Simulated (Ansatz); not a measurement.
Reaction (ligand exchange at a Ti–C bond): `[CH3][Ti]([OH])([F])[F]` + `C[SeH]` → `C[Se][Ti]([OH])([F])[F]` + CH₄

Program: Ansatz. Geometries: PBE0-D4/def2-TZVP. ΔE: electronic, gas phase. CCSD(T)/CBS adds triple-zeta CCSD(T) − MP2 to the extrapolated MP2 energy (def2 sets, frozen cores). This one scheme is used for every species. DFT in def2-TZVPP. B3LYP here is the variant with VWN-RPA as its local correlation; programs differ in this. For Se, Ti outer-core shells are correlated without core-valence functions, which leaves a few kJ/mol of doubt a bond. Scalar relativity is left out up to krypton. One conformer a species, not always the lowest.

```json
{"level": "PBE-D4", "ΔE (kJ/mol)": "-138.7", "difference from CCSD(T)/CBS": "-12.3"}
{"level": "r2SCAN-D4", "ΔE (kJ/mol)": "-138.7", "difference from CCSD(T)/CBS": "-12.3"}
{"level": "PBE0-D4", "ΔE (kJ/mol)": "-130.5", "difference from CCSD(T)/CBS": "-4.1"}
{"level": "B3LYP-D4", "ΔE (kJ/mol)": "-132.6", "difference from CCSD(T)/CBS": "-6.2"}
{"level": "ωB97X-V", "ΔE (kJ/mol)": "-119.3", "difference from CCSD(T)/CBS": "7.1"}
{"level": "ωB97M-V", "ΔE (kJ/mol)": "-119.6", "difference from CCSD(T)/CBS": "6.8"}
{"level": "B2PLYP", "ΔE (kJ/mol)": "-136.9", "difference from CCSD(T)/CBS": "-10.5"}
{"level": "PBE", "ΔE (kJ/mol)": "-134.7", "difference from CCSD(T)/CBS": "-8.3"}
{"level": "r2SCAN", "ΔE (kJ/mol)": "-137.7", "difference from CCSD(T)/CBS": "-11.3"}
{"level": "PBE0", "ΔE (kJ/mol)": "-126.8", "difference from CCSD(T)/CBS": "-0.4"}
{"level": "B3LYP", "ΔE (kJ/mol)": "-126.1", "difference from CCSD(T)/CBS": "0.3"}
{"level": "HF/def2-TZVPP", "ΔE (kJ/mol)": "-106.4", "difference from CCSD(T)/CBS": "20.0"}
{"level": "MP2/def2-TZVPP", "ΔE (kJ/mol)": "-140.1", "difference from CCSD(T)/CBS": "-13.7"}
{"level": "SCS-MP2/def2-TZVPP", "ΔE (kJ/mol)": "-129.2", "difference from CCSD(T)/CBS": "-2.8"}
{"level": "CCSD/def2-TZVPP", "ΔE (kJ/mol)": "-115.7", "difference from CCSD(T)/CBS": "10.7"}
{"level": "CCSD(T)/def2-TZVPP", "ΔE (kJ/mol)": "-128.8", "difference from CCSD(T)/CBS": "-2.4"}
{"level": "HF/def2-QZVPP", "ΔE (kJ/mol)": "-105.7", "difference from CCSD(T)/CBS": "20.7"}
{"level": "MP2/def2-QZVPP", "ΔE (kJ/mol)": "-138.5", "difference from CCSD(T)/CBS": "-12.1"}
{"level": "SCS-MP2/def2-QZVPP", "ΔE (kJ/mol)": "-127.4", "difference from CCSD(T)/CBS": "-1.0"}
{"level": "HF/CBS(def2)", "ΔE (kJ/mol)": "-105.5", "difference from CCSD(T)/CBS": "20.9"}
{"level": "MP2/CBS(def2)", "ΔE (kJ/mol)": "-137.7", "difference from CCSD(T)/CBS": "-11.3"}
{"level": "CCSD/CBS(def2)", "ΔE (kJ/mol)": "-113.4", "difference from CCSD(T)/CBS": "13.0"}
{"level": "CCSD(T)/CBS", "ΔE (kJ/mol)": "-126.4", "difference from CCSD(T)/CBS": "0"}
```

Largest T1 diagnostic among the species: 0.022, so the coupled-cluster value is less sure than usual.

In def2-TZVPP, CCSD(T) changes the Hartree–Fock value by −22.3 kJ/mol (the triples alone add −13.0 kJ/mol) and MP2 by −33.7 kJ/mol. From PBE to PBE0 (25 % exact exchange), in def2-TZVPP and without D4, ΔE moves by +7.9 kJ/mol.

CCSD(T)/CBS has its own doubt, a few kJ/mol and more with outer-core shells, so smaller differences from it don't rank the levels.
